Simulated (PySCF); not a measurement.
Bonds (- single, = double, # triple, : aromatic): C1-C2 1.504 Å, C2-C3 1.506 Å, C2-F4 1.380 Å, C2-S5 1.843 Å, S5=O6 1.424 Å, S5=O7 1.429 Å, S5-O8 1.606 Å. C1 carries H9, H10, H11; C3 carries H12, H13, H14; O8 carries H15.

Geometry: GFN2-xTB; GIAO shifts from PySCF 2.14, gas phase, non-relativistic, averaged over equivalent atoms.

At OLYP/6-311G** (194 basis functions, 45 s wall time on 1 thread of an Arm Neoverse V1, shared host):
| atoms | δ (ppm) |
| --- | --- |
| C2 | 111.9 |
| C1/C3 | 21.8 |
| F4 | -189.5 |
| O6/O7 | 217.9 |
| O8 | 191.8 |
| H15 | 4.44 |
| H9/H10/H11/H12/H13/H14 | 1.69 |

Shifts are taken against calculated references (same method and geometry level): ¹³C (187.46 ppm), ¹H (32.12 ppm) against TMS; CFCl3 for ¹⁹F (140.08 ppm); ¹⁷O (344.78 ppm) against H2O.

Problem. Estimate the result of repeating the calculation with PBE0/6-311G**.

Solution. 
```
                 atoms  δ at PBE0/6-311G**  change
                    C2               112.0    +0.1
                 C1/C3                21.7    -0.1
                    F4              -177.8   +11.7
                 O6/O7               208.9    -9.0
                    O8               185.2    -6.6
                   H15                4.51   +0.07
H9/H10/H11/H12/H13/H14                1.72   +0.03
```

Referencing at the same level of theory: TMS for ¹³C (190.38 ppm), ¹H (32.08 ppm); CFCl3 for ¹⁹F (166.56 ppm); ¹⁷O (343.32 ppm) vs H2O.

The largest change is at F4 (fluorine on an sp3 carbon). Cost: 194 basis functions, 33 s wall time on 1 thread of an Arm Neoverse V1, shared host.

Unscaled 19F shifts against computed CFCl3 carry errors that often reach 10 to 50 ppm. Experimental scales use liquid or dissolved standards, which lie at an offset from isolated H2O (liquid H2O: subtract about 36 ppm).
